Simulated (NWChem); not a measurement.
System meant: CH3ITe; SMILES I[Te]C

Here is an NWChem input.

```
start job
memory heap 200 mb stack 900 mb global 1100 mb
geometry units angstroms noautoz
  Te    -0.312379     1.204839     0.000000
  I     -0.059003    -1.525212     0.000000
  C      1.820379     1.628859     0.000000
  H      1.907580     2.733715     0.000000
  H      2.281173     1.211551    -0.912626
  H      2.281173     1.211551     0.912626
end
basis spherical
  Te library def2-svp
  I library def2-svp
  C library def2-svp
  H library def2-svp
end
dft
  xc b3lyp
  iterations 150
  mulliken
end
task dft energy
```

End of the output:

```
             Grid Information
             ----------------
          Grid used for XC integration:  medium
          Radial quadrature: Mura-Knowles
          Angular quadrature: Lebedev.
          Tag              B.-S. Rad. Rad. Pts. Rad. Cut. Ang. Pts.
          ---              ---------- --------- --------- ---------
          Te                  1.40      123           9.0       590
          I                   1.40      123          12.0       590
          C                   0.70       49          11.0       434
          H                   0.35       45          12.0       434
          Grid pruning is: on
          Number of quadrature shells:   385
          Spatial weights used:  Erf1

          Convergence Information
          -----------------------
          Convergence aids based upon iterative change in
          total energy or number of iterations.
          Levelshifting, if invoked, occurs when the
          HOMO/LUMO gap drops below (HL_TOL):  1.00D-02
          DIIS, if invoked, will attempt to extrapolate
          using up to (NFOCK): 10 stored Fock matrices.

                    Damping( 0%)  Levelshifting(0.5)       DIIS
                  --------------- ------------------- ---------------
          dE  on:    start            ASAP                start
          dE off:    2 iters        150 iters           150 iters

      Screening Tolerance Information
      -------------------------------
          Density screening/tol_rho:  1.00D-10
          AO Gaussian exp screening on grid/accAOfunc:  14
          CD Gaussian exp screening on grid/accCDfunc:  20
          XC Gaussian exp screening on grid/accXCfunc:  20
          Schwarz screening/accCoul:  1.00D-08

      Superposition of Atomic Density Guess
      -------------------------------------

      charge =      52.0 Te (Tellurium)

      symmetry species            s     p     d     f
      number of basis functions =10     7     6
      number of cont. functions = 4     4     2
      number of closed shells   = 5     3     2
      number of open shells     = 0     1     0
      open shell occupation     = 0     4     0
 ------------------------------------------------------------------------
 atomscf:atomd: error in atom scf                   0
 ------------------------------------------------------------------------
 ------------------------------------------------------------------------
  current input line :
    22: task dft energy
 ------------------------------------------------------------------------
 ------------------------------------------------------------------------
 This error has not yet been assigned to a category
 ------------------------------------------------------------------------
 For more information see the NWChem manual at https://nwchemgit.github.io

0:atomscf:atomd: error in atom scf:Received an Error in Communication
```

Problem. What is wrong, and how is it mended?

Solution. The run crashed. Cause: the def2 basis of a heavy element holds valence functions alone and wants its effective core potential (without it all electrons must fit into that basis). This input runs:
```
start job
memory heap 200 mb stack 900 mb global 1100 mb
geometry units angstroms noautoz
  Te    -0.312379     1.204839     0.000000
  I     -0.059003    -1.525212     0.000000
  C      1.820379     1.628859     0.000000
  H      1.907580     2.733715     0.000000
  H      2.281173     1.211551    -0.912626
  H      2.281173     1.211551     0.912626
end
basis spherical
  Te library def2-svp
  I library def2-svp
  C library def2-svp
  H library def2-svp
end
ecp
  Te library def2-ecp
  I library def2-ecp
end
dft
  xc b3lyp
  iterations 150
  mulliken
end
task dft energy
```
It converges to -605.80197 Ha (B3LYP/def2-SVP with def2 effective core potentials on Te, I).
